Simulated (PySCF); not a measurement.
Electric field gradients and quadrupole coupling constants

Compound: C₄H₈OSi.
Structure used (GFN2-xTB), in Å, numbered top down from 1:
```
atom  x, y, z in Å
C1     2.5119    0.2482    0.3023
C2     1.3534   -0.3576    0.1052
C3     0.1194   -0.1038    0.8914
O4    -0.7569   -1.2446    0.9333
C5    -1.9311   -0.7901    0.2478
Si6   -1.2379    0.9834    0.0289
H7     3.3705    0.0502   -0.3153
H8     2.6449    0.9707    1.0910
H9     1.2378   -1.0845   -0.6873
H10    0.3741    0.1972    1.9142
H11   -2.8093   -0.9219    0.8865
H12   -2.0875   -1.3768   -0.6634
H13   -0.9487    1.4078   -1.3374
H14   -1.8411    2.0213    0.8606
```

Field gradients from the PBE0/pcSseg-1 density (PySCF, non-relativistic), principal values in atomic units, ordered |Vxx| ≤ |Vyy| ≤ |Vzz|:

```tsv
atom	Vxx	Vyy	Vzz
O4	0.1592	1.9556	-2.1149
```

Q: Find the asymmetry η = (Vxx − Vyy)/Vzz and the couplings χ = eQV/h (234.96 MHz × Q in barn × V in au), with Q(17O) = −0.0256 b.

A: 
| atom | environment | nucleus | η | χzz (MHz) | χxx (MHz) | χyy (MHz) |
| --- | --- | --- | --- | --- | --- | --- |
| O4 | cyclic ether oxygen | 17O | 0.85 | 12.72 | -0.96 | -11.76 |

Q: What is Vzz at O4 in SI units (1 au = 9.71736 × 10²¹ V/m²)?

A: -2.1149 au = -20.551 × 10²¹ V/m².

Q: And the gradient at the other heavy atoms, for which no coupling is worked out here?

A: 
| atom | environment | Vzz (au) | η |
| --- | --- | --- | --- |
| C1 | terminal =CH2 carbon | 0.259 | 0.48 |
| C2 | alkene CH carbon | 0.338 | 0.58 |
| C3 | sp3 carbon bound to oxygen | 0.378 | 0.21 |
| C5 | sp3 carbon bound to oxygen | 0.396 | 0.11 |
| Si6 | SiH2 silicon | 0.424 | 0.15 |

Were the hydrogens deuterons (Q(2H) = 0.00286 b), χzz would run from 110 kHz (H14 and H13) to 229 kHz (H7).

One conformer (not necessarily the lowest) at the GFN2-xTB geometry, without solvent, vibrations or thermal averaging. GFN2-xTB bond lengths can be off by several hundredths of an ångström, more for odd bonds, and the gradients follow them. These gradients aren't converged with respect to the basis.
